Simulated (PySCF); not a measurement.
trans-1,3-butadiene (C₄H₆), singlet, geometry from GFN2-xTB. Base run: CCSD/6-31G in PySCF.

PySCF was given this input:
```python
from pyscf import gto, scf, cc

mol = gto.M(
    atom='''
C     0.600984    1.729885    0.006604
C     0.601825    0.401396    0.004979
C    -0.601825   -0.401396   -0.004979
C    -0.600984   -1.729885   -0.006604
H     1.512320    2.302754    0.014100
H    -0.318292    2.292931    0.000444
H     1.537142   -0.143656    0.011281
H    -1.537142    0.143656   -0.011281
H     0.318292   -2.292931   -0.000444
H    -1.512320   -2.302754   -0.014100
''',
    basis='6-31g',
    charge=0,
    spin=0,
    verbose=4,
)

mf = scf.RHF(mol)
mf.kernel()

mycc = cc.CCSD(mf)
mycc.kernel()
print('E(CCSD) = %.10f' % mycc.e_tot)
```

Variants of this job, named by their change:

| change | ΔE vs base (kcal/mol) | MP2 correlation (Eh) | CC correlation without the perturbative part (Eh) | basis functions |
|---|---|---|---|---|
| base | 0.000 | -0.35481 | -0.39897 | 48 |
| frozen = 4 | 3.11 | -0.34946 | -0.39401 | 48 |
| cc.diis_space = 10 | 0.000 | -0.35481 | -0.39897 | 48 |
| frozen = 3 | 2.50 | -0.35053 | -0.39498 | 48 |
| cc.direct = True | 0.000 | -0.35481 | -0.39897 | 48 |
| method = cisd | 33.00 | - | - | 48 |
| frozen = 5 | 29.51 | -0.31406 | -0.35194 | 48 |
| cc.conv_tol = 1e-9 | 0.000 | -0.35481 | -0.39897 | 48 |
| cc.iterative_damping = 0.8 | 0.000 | -0.35481 | -0.39897 | 48 |
| cart = on | 0.000 | -0.35481 | -0.39897 | 48 |
